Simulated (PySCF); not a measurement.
Excitations are Tamm–Dancoff values on a coarser integration grid. The basis has no diffuse functions, so Rydberg states are missing or too high.

Cartesian coordinates (Å):
```xyz
13

N     -1.5343     0.0777    -1.0311
C     -1.1838    -0.8124     0.0700
Si     0.1969    -0.0281     1.0938
Si     1.9569     0.5700    -0.3261
H     -1.9209     0.9473    -0.6868
H     -2.2314    -0.3385    -1.6356
H     -0.7765    -1.7397    -0.3466
H     -2.0235    -1.1048     0.7193
H     -0.3267     1.1908     1.7795
H      0.6486    -0.9788     2.1496
H      1.6154     1.7732    -1.1289
H      2.2642    -0.5556    -1.2506
H      3.1854     0.8711     0.4612
```
Charge 0, multiplicity 1.

**Question.** Predict the T1 excitation (TDA), HOMO and HOMO–LUMO gap from PBE0-D4/def2-TZVP (PySCF).

**Answer.** 
* **T1 excitation (TDA)**: 5.63 eV
* **HOMO**: -7.03 eV
* **HOMO–LUMO gap**: 7.24 eV
